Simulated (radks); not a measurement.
Q: Species: Rb19+. Configuration: [Ar]. Method: non-relativistic Kohn-Sham, TPSS, spin-polarised, spherical densities, point nucleus; meta-GGA in the generalised Kohn-Sham scheme; relativity is left out, which matters for an element this heavy; computed with a radial shooting solver on a logarithmic mesh with Libxc functionals. Some entries of the table are withheld. Estimate them.

orbital  occ.  eigenvalue (eV)  <r^2> (bohr^2)  <r> (bohr)
1s          2        -15498.75        0.002281     0.04128
2s          2              (1)         0.03833      0.1807
2p          6        -2501.697             (2)      0.1557
3s          2        -896.2057          0.2441      0.4635
3p          6        -833.4641          0.2347         (3)

A: 
(1) 2s eigenvalue (eV): -2679.079
(2) 2p <r^2> (bohr^2): 0.02950
(3) 3p <r> (bohr): 0.4514
